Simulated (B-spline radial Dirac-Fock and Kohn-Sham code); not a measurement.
# Relativistic shifts of the levels of Mn¹¹⁺

System: Mn¹¹⁺, [Ne] 3s2 3p2.

Both columns are ΔSCF binding energies of the configuration average from a radial B-spline solver: non-relativistic Hartree-Fock with a point nucleus, and Dirac-Fock with a finite nucleus and the Coulomb interaction alone, averaged over the two j levels with weights 2j+1.

```csv
shell,Hartree-Fock (eV),Dirac-Fock (eV),shift (eV),shift (%)
1s,6824.1,6879.9,+55.82,+0.82
2s,1080.8,1092.6,+11.84,+1.10
2p,963.1,965.3,+2.14,+0.22
3s,340.0,342.6,+2.56,+0.75
3p,309.3,310.0,+0.67,+0.22
```

Relativity binds 1s, 2s, 2p, 3s, 3p more strongly, among those listed most of all 2s in relative terms.

Values without a named source are computed, but for edge energies of neutral atoms, which are taken from tables.
